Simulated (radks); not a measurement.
Dispersion coefficients C6 (hartree bohr^6) between ground-configuration atoms and ions, from the Casimir-Polder integral (3/pi) of alpha_A(iw) alpha_B(iw). All-electron calculation, scalar-relativistic Kohn-Sham, PBE, spin-polarised, spherical densities, finite nucleus; Fermi nuclear charge, rms radius of each element as measured or else 0.836 A^(1/3) + 0.57 fm. Program: a radial shooting solver on a logarithmic mesh with Libxc functionals. Response by self-consistent Sternheimer equations with the Hartree and adiabatic LDA kernel, the relativistic mass of each level held fixed and spin-orbit coupling left out.

C6,Ne,Mg2+,Al3+,Si4+,P5+,S6+,Cl7+,Ar8+
Ne,7.502,,,,,,,
Mg2+,1.951,0.6223,,,,,,
Al3+,1.183,0.4011,0.2643,,,,,
Si4+,0.7635,0.2713,0.1821,0.1274,,,,
P5+,0.5166,0.1905,0.1297,0.09202,0.06724,,,
S6+,0.3627,0.1377,0.09500,0.06815,0.05031,0.03799,,
Cl7+,0.2624,0.1020,0.07114,0.05154,0.03839,0.02924,0.02267,
Ar8+,0.1947,0.07717,0.05430,0.03968,0.02979,0.02286,0.01784,0.01413

Static polarisabilities (bohr^3): Ne ([Ne]) 3.110, Mg2+ ([Ne]) 0.5144, Al3+ ([Ne]) 0.2831, Si4+ ([Ne]) 0.1711, P5+ ([Ne]) 0.1104, S6+ ([Ne]) 0.07477, Cl7+ ([Ne]) 0.05260, Ar8+ ([Ne]) 0.03816. The combination rule 2 Ca Cb / ((alpha_b/alpha_a) Ca + (alpha_a/alpha_b) Cb) gives 0.1705 for Ne-Ar8+, against 0.1947 from the integral.
